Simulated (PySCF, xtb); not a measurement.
Al(All)(Cl)(F) (C3H5AlClF), SMILES [F][Al]([CH2]C=C)[Cl].

GFN2-xTB (xtb) at its own geometry gives an orbital gap of 3.47 eV and a dipole moment of 2.04 D.

Geometry optimised at PBE0-D3(BJ)/def2-SVP. The structure was generated by enumeration; whether it is a known compound was not checked. Other conformers were not sampled.

Question: What does B3LYP/def2-TZVP (PySCF) give? (Estimate from the structure and the level; the computed values follow.)

Answer: gap 5.78 eV (levels -7.19 and -1.41 eV), dipole 2.82 D.
